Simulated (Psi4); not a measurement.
F4Zr (SMILES [F][Zr]([F])([F])[F]), singlet (typed; the unrestricted solution is spin-contaminated), geometry from GFN2-xTB (such geometries of metal compounds can be far from the true shape) (core potentials on Zr), with bond 4-1 at 3.0 times its length; HF/def2-SVP (Psi4).

Input for Psi4:
```
memory 2 GB

molecule {
0 1
Zr   -0.00000000    0.00000000    0.00000000
F     1.17763810    0.86361362   -1.12373134
F     0.92988717   -1.15466949    1.09429445
F    -3.65828292   -2.85371736   -3.00535395
F    -0.88809763    1.24229499    1.03122154
}

set {
  basis def2-svp
  reference uhf
  stability_analysis follow
  scf_type pk
}

energy('scf')
print_variables()
```

### Question
Predict the main parts of the log of this Psi4 run.

### Answer

```
   => Loading Basis Set <=

    Name: DEF2-SVP
    Role: ORBITAL
    Keyword: BASIS

    !!!  WARNING: ECP capability is in beta. Please check occupations closely.  !!!

         ---------------------------------------------------------
                                   SCF
               by Justin Turney, Rob Parrish, Andy Simmonett
                          and Daniel G. A. Smith
                              UHF Reference
         ---------------------------------------------------------

  ==> Geometry <==

    Molecular point group: c1
    Full point group: C1

    Geometry (in Angstrom), charge = 0, multiplicity = 1:

       Center              X                  Y                   Z               Mass
    ------------   -----------------  -----------------  -----------------  -----------------
         ZR           0.279293717742     0.217868696404     0.229445479254    89.904697700000
         F            1.456931817742     1.081482316404    -0.894285860746    18.998403162730
         F            1.209180887742    -0.936800793596     1.323739929254    18.998403162730
         F           -3.378989202258    -2.635848663596    -2.775908470746    18.998403162730
         F           -0.608803912258     1.460163686404     1.260667019254    18.998403162730

  Running in c1 symmetry.

  Rotational constants: A =      0.09800  B =      0.02560  C =      0.02560 [cm^-1]
  Rotational constants: A =   2937.89531  B =    767.43067  C =    767.43067 [MHz]
  Nuclear repulsion =  166.263946752338740

  Charge       = 0
  Multiplicity = 1
  Electrons    = 48
  Nalpha       = 24
  Nbeta        = 24

  ==> Algorithm <==

  SCF Algorithm Type is PK.
  DIIS enabled.
  MOM disabled.
  Fractional occupation disabled.
  Guess Type is SAD.
  Energy threshold   = 1.00e-06
  Density threshold  = 1.00e-06
  Integral threshold = 1.00e-12

  ==> Primary Basis <==

  Basis Set: DEF2-SVP
    Blend: DEF2-SVP
    Number of shells: 35
    Number of basis functions: 87
    Number of Cartesian functions: 96
    Spherical Harmonics?: true
    Max angular momentum: 3

  Core potential: DEF2-SVP
    Number of shells: 4
    Number of ECP primitives: 14
    Number of ECP core electrons: 28
    Max angular momentum: 3

  ==> Integral Setup <==

  Using in-core PK algorithm.
   Calculation information:
      Number of atoms:                   5
      Number of AO shells:              35
      Number of primitives:             67
      Number of atomic orbitals:        96
[...]
    Wavefunction unstable!
    Rotating orbitals by 0.5 * pi / 2 radians along unstable eigenvector.
    Wavefunction unstable!
[...]
    Lowest UHF->UHF stability eigenvalues:
       A -0.000189

    Rotating orbitals by 0.5 * pi / 2 radians along unstable eigenvector.
    There's still a negative eigenvalue. Try modifying FOLLOW_STEP_SCALE
    or increasing MAX_ATTEMPTS (not available for PK integrals).

  ==> Post-Iterations <==

   @Spin Contamination Metric:   1.017460853E+00
   @S^2 Expected:                0.000000000E+00
   @S^2 Observed:                1.017460853E+00
   @S   Expected:                0.000000000E+00
   @S   Observed:                0.000000000E+00

    Orbital Energies [Eh]
    ---------------------

    Alpha Occupied:

[...]
    Alpha Virtual:

[...]
    Beta Occupied:

[...]
    Beta Virtual:

[...]
    Final Occupation by Irrep:
              A
    DOCC [    24 ]
    SOCC [     0 ]
    NA   [    24 ]
    NB   [    24 ]

  @UHF Final Energy:  -444.09893382448780

   => Energetics <=

    Nuclear Repulsion Energy =            166.2639467523387395
    One-Electron Energy =                -967.4482647269293238
    Two-Electron Energy =                 357.0853841501028114
    Total Energy =                       -444.0989338244878013

  UHF NO Occupations:
  HONO-2 :   22  A 1.9993076
  HONO-1 :   23  A 1.9990450
  HONO-0 :   24  A 1.0208436
  LUNO+0 :   25  A 0.9791564
  LUNO+1 :   26  A 0.0009550
  LUNO+2 :   27  A 0.0006924
  LUNO+3 :   28  A 0.0001561

Computation Completed

Properties will be evaluated at   0.000000,   0.000000,   0.000000 [a0]

Properties computed using the SCF density matrix

 Multipole Moments:

 ------------------------------------------------------------------------------------
     Multipole            Electronic (a.u.)      Nuclear  (a.u.)        Total (a.u.)
 ------------------------------------------------------------------------------------

 L = 1.  Multiply by 2.5417464519 to convert [e a0] to [Debye]
 Dipole X            :         15.5796717          -16.1450624           -0.5653907
 Dipole Y            :         12.1532377          -12.5942815           -0.4410437
 Dipole Z            :         12.7990178          -13.2634977           -0.4644799
 Magnitude           :                                                    0.8543581

 ------------------------------------------------------------------------------------

  Variable Map:
  ----------------------------------------------------------------------------
[...]
  Array Variable Map:
  ----------------------------------------------------------------------------
[...]
[...]
```

Convergence was not reached.
